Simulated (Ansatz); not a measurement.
## Worked example: SiH3(SeH) → SiH2(SeH) + H

Species: SiH3(SeH), singlet; SiH2(SeH), doublet; H atom, doublet. 

Shapes, held fixed at every level: PBE0-D4/def2-TZVP. Flexible molecules stand in one conformer, not always the lowest. Programs: Ansatz 0.2.0. The zero-point and thermal change to 298 K, harmonic and unscaled (PBE0-D4/def2-TZVP), is -18.9 kJ/mol.

At CCSD(T)/def2-TZVPP; 1 Eh = 2625.50 kJ/mol:

| species | energy (Eh) |
| --- | --- |
| SiH3(SeH) | -2691.590675 |
| SiH2(SeH) | -2690.942771 |
| H | -0.499810 |

Q: Work out ΔH(298 K) of the reaction at this level.

A: 
1. Products less reactants: (-2690.942771) + (-0.499810) − [(-2691.590675)] = 0.148094 Eh = +388.8 kJ/mol.
2. With the thermal change: +388.8 + (-18.9) = +369.9 kJ/mol.

Other levels give +346.1 (PBE-D4/def2-TZVPP) to +382.4 kJ/mol (SPW92/def2-TZVPP). No measured value is set beside it here. Open shells run unrestricted unless RO is named. Relativity is left out for Se unless named. Correlated rows may include outer-core shells of Se, which these sets cover unevenly.
